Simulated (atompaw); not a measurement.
**Reading a pseudo-wave (zinc)**

Columns: radius, all-electron u(r) and pseudo u(r) of the 4s shell (level -6.22 eV) of zinc in the configuration [Ne] 3s2 3p6 3d10 4s2 4p0; LDA (PW92), scalar-relativistic, PAW (atompaw) scheme, atompaw 4.2.0.5.

| r (bohr) | all-electron | pseudo |
| --- | --- | --- |
| 0.044 | -0.0683 | -0.1079 |
| 0.088 | 0.0755 | -0.2117 |
| 0.133 | 0.1629 | -0.3095 |
| 0.177 | 0.1604 | -0.3935 |
| 0.221 | 0.0989 | -0.4630 |
| 0.265 | 0.0105 | -0.5161 |
| 0.310 | -0.0827 | -0.5520 |
| 0.354 | -0.1619 | -0.5687 |
| 0.398 | -0.2220 | -0.5677 |
| 0.442 | -0.2610 | -0.5502 |
| 0.487 | -0.2797 | -0.5172 |
| 0.531 | -0.2798 | -0.4724 |
| 0.575 | -0.2647 | -0.4180 |
| 0.619 | -0.2377 | -0.3566 |
| 0.663 | -0.2016 | -0.2909 |
| 0.708 | -0.1578 | -0.2217 |
| 0.752 | -0.1104 | -0.1542 |
| 0.796 | -0.0604 | -0.0884 |
| 0.840 | -0.0091 | -0.0255 |
| 0.885 | 0.0435 | 0.0352 |
| 0.929 | 0.0943 | 0.0908 |
| 0.973 | 0.1438 | 0.1428 |
| 1.017 | 0.1915 | 0.1914 |
| 1.062 | 0.2380 | 0.2381 |
| 1.106 | 0.2811 | 0.2812 |
| 1.150 | 0.3218 | 0.3218 |

Question: How many radial nodes do the two functions have?

Answer: The all-electron 4s function has n − l − 1 = 3; the pseudo-wave has 1, since 1 lower shell of the same l stays in the valence.

Question: Is the pseudo-wave norm-conserving?

Answer: No, it belongs to a PAW set: the norm inside the radius is not constrained, and the difference is carried by the augmentation charge.
